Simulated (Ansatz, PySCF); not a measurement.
System: C$_{3}$Si (charge 0, singlet). 
Structure (B3LYP-D3(BJ)/def2-TZVP (Ansatz, a first-principles code) minimum search):
SMILES: [C]1[c+]2[si-2][c+]21
```xyz
4

Si    -1.1780     0.0195     0.0025
C      0.5192     0.7250     0.0011
C      0.4949    -0.7417    -0.0032
C      1.7345    -0.0287    -0.0036
```

Wanted: atomisation energy (electronic, to ground-state atoms), in kcal/mol. Cores are frozen in the correlated levels unless marked. Open shells are spin-unrestricted. No spin-orbit coupling. Non-relativistic. The coupled-cluster limit lacks core correlation, which all-electron functionals hold. CBS marks a two-point X^-3 extrapolation of the correlation energy; Hartree-Fock from the larger set.

```tsv
level	program	atomisation energy (kcal/mol)
BLYP-D4/def2-TZVPD	Ansatz + dftd4	421.9
TPSS-D4/def2-TZVPD	PySCF + dftd4	422.8
PBE0-D4/def2-TZVPD	Ansatz + dftd4	428.4
TPSSh/def2-TZVPD	PySCF	414.1
MN15/def2-TZVPD	PySCF	427.5
CCSD/STO-3G	Ansatz	386.3
CCSD(T)/CBS(cc-pV(T+d)Z,cc-pV(Q+d)Z)	Ansatz	417.0
```

The Hartree-Fock reference is unstable (checked in the largest basis), which strains HF and MP2.
